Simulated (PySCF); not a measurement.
BrF4Ta, multiplicity 1. Atoms are numbered in the order given.

```xyz
6

Ta     0.0000     0.0000    -0.4536
F      0.0000    -1.8363    -0.8994
F      0.0000     1.8363    -0.8994
F      1.7687     0.0000    -1.0958
F     -1.7687     0.0000    -1.0958
Br     0.0000     0.0000     1.9722
```

Geometry optimised at PBE-D3(BJ)/def2-SVP. The multiplicity is an assumed one; other spin states were not compared. The def2 effective core potentials stand for the cores of Ta; spin–orbit coupling is left out.

All values below come from PBE/def2-TZVP in PySCF.

Symmetry labels are those of the subgroup C2v that the program uses (full group C2v).

**Question.** List the valence orbital energies around the gap with their symmetry. (Estimate from the structure and the level; the computed values follow.)

**Answer.** 
| orbital | symmetry | energy (eV) |
|---|---|---|
| HOMO−7 | B2 | -10.53 |
| HOMO−6 | A1 | -10.36 |
| HOMO−5 | B1 | -10.34 |
| HOMO−4 | B2 | -10.33 |
| HOMO−3 | A1 | -10.20 |
| HOMO−2 | A2 | -9.64 |
| HOMO−1 | B1 | -8.82 |
| HOMO | B2 | -8.75 |
| LUMO | B2 | -3.67 |
| LUMO+1 | B1 | -3.44 |
| LUMO+2 | A2 | -3.31 |
| LUMO+3 | A1 | -3.03 |
